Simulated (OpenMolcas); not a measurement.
# What dynamic correlation does to the levels of Te

- Program: OpenMolcas
- Basis: ANO-R1 [6s5p3d1f]
- Scalar Hamiltonian: X2C, finite nucleus
- Active space: 4 electrons in 3 orbitals (5p)
- State averaging: 2S+1 = 3 even, 3 roots; 2S+1 = 1 even, 6 roots
- Spin-orbit coupling: state interaction with AMFI integrals over the reference wave functions, term energies averaged over their components

Methods on the same reference wave functions:
A. CASSCF
B. SS-CASPT2, IPEA 0.25 Eh, imaginary shift 0.1 Eh (closed shells correlated: 4d 5s)

Energies in cm⁻¹ above 5s² 5p⁴ ³P₂, the measured ground level; measured values from NIST Handbook of Basic Atomic Spectroscopic Data.

| Level | A | B | Measured |
| --- | --- | --- | --- |
| 5s² 5p⁴ ³P₂ | 0.0 | 0.0 | 0.0 |
| 5s² 5p⁴ ³P₁ | 4017 | 4050 | 4751 |
| 5s² 5p⁴ ³P₀ | 4646 | 4530 | 4706 |
| 5s² 5p⁴ ¹D₂ | 12406 | 11730 | 10558 |
| 5s² 5p⁴ ¹S₀ | 27422 | 24870 | 23198 |

Deviations, from unrounded energies. A percentage is the sum of absolute deviations over the sum of measured energies, with the sign that they share, or ± where signs differ.

```csv
Against measurement,Levels,A,B
mean absolute deviation (cm-1),4,1700,930
fine structure of the ground term (%),2,-8.4,-9.3
other terms of the ground configuration (%),2,+18.0,+8.4
```

B lies closest to measurement on these levels. The largest miss of B in the table is 5s² 5p⁴ ¹S₀, by +1700 cm-1. The ranking rests on the paired levels alone, and a cruder setting can come out closer through cancelling errors.

From A to B the spin-free energies of the other terms of 5s² 5p⁴ shown, above ³P, scale by factors of 0.89 to 0.92.

The lowest spin-free term lies below A's lowest term by 0.408 hartree in B.

Term energies are means over components that CASPT2 splits; among the terms shown or strongly mixed into the levels shown the widest spread is 93 cm-1 (5s² 5p⁴ ¹D, B). With the s shell closed, the reference lacks s² → p² mixing. Computed and measured levels are paired by configuration, term and J; levels that our copy of the source lacks, or whose pairing is in doubt (as where it misses far off the trend of its configuration), stay unpaired and out of the deviations. Only configurations of the active space appear.
